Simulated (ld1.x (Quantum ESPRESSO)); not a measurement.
Rb: one change to a TM potential, before and after

ld1.x (Quantum ESPRESSO) 7.5 input, shortened:

```
&input
   title='Rb', zed=37., rel=1, dft='PBE', iswitch=3,
   config='[Kr] 4d-2 5s1 5p0'
 /
 &inputp
   pseudotype=2, tm=.true., lloc=-1, rcloc=2.90,
   nlcc=.true., new_core_ps=.true.
 /
3
5S  1  0   1.00   0.00  2.95  2.95  0.0
5P  2  1   0.00   0.00  4.05  4.05  0.0
4D  3  2  -2.00   0.30  3.95  3.95  0.0
 &test
   configts(1)='5s1 5p0'
 /
```

Change: local potential all-electron potential smoothed inside 3.28 bohr (lloc = -1).

Cutoffs: the cutoffs (Ry, on a coarse ladder) from which the occupation-weighted sum of valence levels, in a spherical-Bessel basis at the reference potential, stays within 10 and 1 mRy of its value at 400 Ry; they do not see the model core or the augmentation charge, which bear on the density cutoff. Errors are all-electron minus pseudo energies relative to the spin-unpolarised reference configuration.

Task: What does the change do?

Result: Both files are very soft, the changed one slightly softer (loose and tight cutoff 8 and 8 Ry → 6 and 8 Ry on this coarse ladder); the bound ghost in s disappears; the range in which the s phases agree narrows (upper end 1.3 → 0.0). In the separable form a ghost depends on how the local part lies against the semilocal potential of the channel, so the choice of the local part can create or remove one.

```tsv
quantity	base	changed
cutoff, loose	8 Ry	6 Ry
cutoff, tight	8 Ry	8 Ry
bound ghosts	s	none
error for 5s0.5 5p0, meV [ΔE 1.58 eV]	-5.0	+0.5
error for 5s0 5p1, meV [ΔE 1.52 eV]	-4.5	-5.3
s: phases at 4.41 bohr within 0.05 rad from the reference energy up to (Ry; the scan ends near 5)	1.3	0.0
p: phases at 4.41 bohr within 0.05 rad from the reference energy up to (Ry; the scan ends near 5)	0.1	0.1
d: phases at 4.41 bohr within 0.05 rad from the reference energy up to (Ry; the scan ends near 5)	1.0	0.9
```

 A true bound ghost makes a file unfit for plane-wave use even where its test errors are small: the radial tests pick states by their node count and pass the ghost by.
